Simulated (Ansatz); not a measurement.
Reaction (homolysis of the C–C bond): `C[CH2][Al]([CH3])[OH]` → `[CH2][Al]([CH3])[OH]`• + `[CH3]`•

Computed with Ansatz on PBE0-D4/def2-TZVP structures; ΔE is electronic, products minus reactants. CCSD(T)/CBS adds triple-zeta CCSD(T) − MP2 to the extrapolated MP2 energy (def2 sets, frozen cores). This one scheme is used for every species. Functionals use def2-TZVPP. B3LYP here is the variant with VWN-RPA as its local correlation; programs differ in this. Open shells (•) are unrestricted, without spin–orbit coupling. Each species was taken in one conformer, which may not be the lowest.

| level | ΔE (kJ/mol) |
| --- | --- |
| PBE0-D4 | 363.5 |
| r2SCANh-D4 | 334.9 |
| PBE0 | 357.4 |
| B3LYP | 338.8 |
| r2SCAN0 | 331.4 |
| CCSD(T)/def2-SVP | 363.1 |
| SCS-MP2/def2-QZVPP | 375.0 |
| CCSD/CBS(def2) | 355.1 |

**Question.** What does CCSD(T)/CBS give? (Estimate.)

**Answer.** Ansatz gave: +367.6 kJ/mol. The listed levels differ from it by -4.1, -32.7, -10.2, -28.8, -36.2, -4.5, 7.4, -12.5 kJ/mol.

Largest T1 diagnostic among the species: 0.011.

Leaving LDA and LC-ωPBE aside and taking each functional with its dispersion term where it has one, the values, not all of them listed here, spread over 38.1 kJ/mol, from r2SCAN0-D4 to PBE-D4. LDA lies +81.3 kJ/mol from PBE without D4, its usual overbinding. In def2-TZVPP, CCSD(T) changes the Hartree–Fock value by +133.9 kJ/mol (the triples alone add +12.5 kJ/mol) and MP2 by +153.5 kJ/mol; breaking electron pairs costs correlation energy, which Hartree–Fock lacks. From BLYP to BHLYP (50 % exact exchange), in def2-TZVPP and without D4, ΔE moves by −5.4 kJ/mol: exact exchange takes away binding that semilocal exchange gives to molecules.
